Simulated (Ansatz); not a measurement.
Species: C$_{7}$H$_{13}$, charge 0, multiplicity 2. It need not be the lowest isomer of its formula. SMILES: [CH2][C@@H]1CC[C@H](C)C1
Geometry from a B3LYP-D3(BJ)/def2-TZVP (Ansatz, a first-principles code) optimisation:
```
C
H 1 1.0911
H 1 1.0956 2 107.66
C 1 1.5306 2 113.47 3 -122.02
H 4 1.0959 1 107.44 2 -48.17
C 4 1.5220 5 108.45 1 -124.47
H 6 1.0922 4 111.47 5 59.21
H 6 1.0925 7 107.73 4 122.35
H 6 1.0934 7 107.86 8 116.02
C 4 1.5445 5 108.29 1 111.20
H 10 1.0908 4 111.46 5 32.59
H 10 1.0927 11 106.66 4 -119.57
C 10 1.5478 11 112.48 12 -121.10
H 13 1.0901 10 113.01 11 1.82
H 13 1.0921 14 106.69 10 -121.62
C 1 1.5486 2 112.62 3 120.68
H 16 1.0952 1 106.79 2 49.97
C 16 1.4790 17 109.09 1 124.85
H 18 1.0809 16 121.89 17 -20.23
H 18 1.0833 19 117.76 16 172.87
```
Charge 0, spin multiplicity 2.

Computed values are from Ansatz. Valence correlation only, unless marked. UHF or UKS for open shells. Spin-orbit coupling is left out. No relativistic terms. CBS(X,Y): correlation extrapolated as X^-3; Hartree-Fock from the larger set. The bracket is a focal-point correction in the basis named.

**Question.** What is the dipole moment at CCSD(T)/aug-cc-pVDZ?

**Answer.** 0.43 D.

**Question.** What is the T1 diagnostic at CCSD/cc-pVTZ?

**Answer.** 0.010.

**Question.** What is the atomisation energy De at RI-MP2/CBS(cc-pVTZ,cc-pVQZ)+[CCSD(T)-MP2]/cc-pVTZ?

**Answer.** 8141.6 kJ/mol.

**Question.** What is the total energy at RI-MP2/CBS(cc-pVTZ,cc-pVQZ)+[CCSD(T)-MP2]/cc-pVTZ?

**Answer.** -274.1398 Eh.
